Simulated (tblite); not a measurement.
Species: C3H5O2S2Si (doublet state).
Atom-mapped SMILES: `[O:1]=[CH:2][O:3][Si@H:4]1[S:5][CH:6][CH2:7][S:8]1` (hydrogens: H9 on C2; H10 on Si4; H11 on C6; H12, H13 on C7)

Geometry (GFN2-xTB, Å), atoms numbered from 1 in this order:
```
atom  x, y, z in Å
O1    -2.724   -2.123    0.331
C2    -2.929   -0.951    0.337
O3    -2.035   -0.029    0.051
Si4   -0.480   -0.410   -0.344
S5     0.239    1.309   -1.464
C6     1.678    1.490   -0.559
C7     2.189    0.405    0.244
S8     0.813   -0.392    1.317
H9    -3.898   -0.487    0.579
H10   -0.407   -1.569   -1.214
H11    2.056    2.490   -0.469
H12    2.529   -0.452   -0.337
H13    2.965    0.719    0.936
```

Computed values, GFN2-xTB/tblite, gas phase, harmonic and unscaled. The method is semi-empirical: single wavenumbers can be off by several per cent or more. Modes of hydrogen on silicon can be 10 to 20 % off. One conformer, not necessarily the lowest. Open shells enter through the occupations alone, without spin polarisation, and single modes of such species can be off by tens of per cent.

Harmonic wavenumbers (cm⁻¹): 29.8, 67.1, 106.4, 136.5, 173.5, 211.3, 266.8, 276.9, 366.4, 466.5, 477.9, 538.2, 562.2, 602.6, 674.5, 738.9, 773.6, 788.9, 887.2, 941.2, 1064.5, 1146.8, 1169.4, 1171.4, 1236.8, 1340.2, 1429.4, 1792.3, 2353.1, 2851.7, 2949.6, 3029.4, 3132.7.

A = 2287, B = 898.9, C = 692.9 MHz; mass 164.950 u (most abundant isotopes); point group C1, symmetry number 1; spin multiplicity 2.

Problem. What is the zero-point energy?

Solution. Half the sum of the wavenumbers: 16877 cm⁻¹ = 48.25 kcal/mol.

Problem. What is S at 350 K and 1 bar for an ideal gas of classical rigid rotors and harmonic oscillators?

Solution. Translation 42.03, rotation 30.28, vibration 34.31, spin (R ln 2) 1.38: S = 108.0 cal/(mol K).

Problem. And Cp and H(350 K) − H(0)?

Solution. Cp = 39.32 cal/(mol K), of which vibrations give 31.38 (their classical limit is 33 R = 65.6); H(350 K) − H(0) = 8.78 kcal/mol without the zero-point energy, 6.00 from vibrations.

Problem. How do the functions run with temperature in this model?

Solution. 
```json
{"T (K)": "50", "S (cal/(mol K))": "62.3", "Cp (cal/(mol K))": "13.5", "H − H(0) (kcal/mol)": "0.52", "G − H(0) (kcal/mol)": "-2.59", "ln q(vib)": "0.79"}
{"T (K)": "100", "S (cal/(mol K))": "73.3", "Cp (cal/(mol K))": "18.9", "H − H(0) (kcal/mol)": "1.34", "G − H(0) (kcal/mol)": "-6.00", "ln q(vib)": "2.11"}
{"T (K)": "298.15", "S (cal/(mol K))": "102.0", "Cp (cal/(mol K))": "35.8", "H − H(0) (kcal/mol)": "6.83", "G − H(0) (kcal/mol)": "-23.57", "ln q(vib)": "7.35"}
{"T (K)": "373.15", "S (cal/(mol K))": "110.6", "Cp (cal/(mol K))": "40.8", "H − H(0) (kcal/mol)": "9.71", "G − H(0) (kcal/mol)": "-31.55", "ln q(vib)": "9.21"}
{"T (K)": "500", "S (cal/(mol K))": "123.5", "Cp (cal/(mol K))": "47.3", "H − H(0) (kcal/mol)": "15.32", "G − H(0) (kcal/mol)": "-46.41", "ln q(vib)": "12.20"}
{"T (K)": "750", "S (cal/(mol K))": "144.4", "Cp (cal/(mol K))": "55.6", "H − H(0) (kcal/mol)": "28.28", "G − H(0) (kcal/mol)": "-79.99", "ln q(vib)": "17.54"}
{"T (K)": "1000", "S (cal/(mol K))": "161.1", "Cp (cal/(mol K))": "60.7", "H − H(0) (kcal/mol)": "42.86", "G − H(0) (kcal/mol)": "-118.25", "ln q(vib)": "22.22"}
```

q(vib) and H(0) count from the zero-point level.

Problem. Blend soft modes into free rotors: weight 1/[1 + (100 cm⁻¹/ν̃)⁴] for the oscillator and the rest for a rotor with moment μB/(μ + B), μ = h/(8π²ν), B = 10⁻⁴⁴ kg m². What vibrational entropy results?

Solution. 31.01 cal/(mol K) in place of 34.31, which changes −T·S at 350 K by +1.15 kcal/mol.

Problem. Which modes carry the vibrational entropy at 350 K?

Solution. 29.8 cm⁻¹: 6.16; 67.1 cm⁻¹: 4.55; 106.4 cm⁻¹: 3.65; 136.5 cm⁻¹: 3.16; 173.5 cm⁻¹: 2.70; 211.3 cm⁻¹: 2.33 cal/(mol K); the other 27 give 11.76 together.

Problem. What must be added to the electronic energy to get the Gibbs energy at 350 K and 1 bar?

Solution. ZPE + [H(350 K) − H(0)] − T·S = 48.25 + 8.78 − 37.80 = 19.23 kcal/mol.

Hindered rotation and anharmonicity are outside this model. Other conformers, if any are populated, would add a mixing term that is left out. The structure is chiral; the term R ln 2 for an equal mix with its mirror image is left out.
